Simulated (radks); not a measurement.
Values are calculated unless marked as measured or tabulated.
Task: Radial electron density D(r) = 4 pi r^2 rho(r) of an atom or ion with 7 electrons. Code: a radial shooting solver on a logarithmic mesh with Libxc functionals. Model: scalar-relativistic Kohn-Sham, BLYP, spin-unpolarised, spherical densities, finite nucleus; Fermi nuclear charge, rms radius of each element as measured or else 0.836 A^(1/3) + 0.57 fm.

r (bohr),D(r) (e/bohr)
0.001831,0.6842
0.002031,0.8255
0.002254,0.9945
0.002521,1.213
0.002797,1.456
0.003104,1.744
0.003444,2.084
0.003852,2.518
0.004274,2.992
0.004743,3.545
0.005305,4.237
0.005886,4.980
0.006531,5.828
0.007306,6.866
0.008106,7.950
0.008995,9.149
0.009981,10.46
0.01116,11.98
0.01239,13.47
0.01374,15.01
0.01537,16.68
0.01706,18.18
0.01893,19.57
0.02117,20.86
0.02349,21.80
0.02607,22.42
0.02892,22.68
0.03235,22.51
0.0359,21.96
0.03983,21.11
0.04455,20.00
0.04943,18.96
0.05485,18.13
0.06135,17.74
0.06808,18.04
0.07554,19.10
0.08382,20.90
0.09375,23.47
0.104,26.09
0.1154,28.48
0.1291,30.24
0.1433,30.66
0.159,29.67
0.1778,27.04
0.1973,23.46
0.2189,19.28
0.2429,15.06
0.2717,10.99
0.3015,7.947
0.3345,5.675
0.3741,3.948
0.4151,2.816
0.4606,1.970
0.5152,1.273
0.5717,0.7842
0.6344,0.4373
0.7039,0.2166
0.7873,0.08735
0.8736,0.03213
0.9694,0.009964
1.084,0.002257
1.203,0.0004475

What is the nuclear charge?

Result: Z = 34. The innermost maximum, from 1s, lies near gamma/Z bohr with gamma = sqrt(1 - (Z/c)^2) = 0.969, here 0.0285 bohr (found: 0.0294), and its height grows with Z. The density is that of the selenium ion Se27+ in 1s1 2s2 2p3 3d1; the configuration itself is not fixed sharply by these data, and Z only to about a unit. D(r) has 2 maxima, at r = 0.0294, 0.141 bohr, and minima at 0.0618 bohr, inside which lie 1.06 electrons.
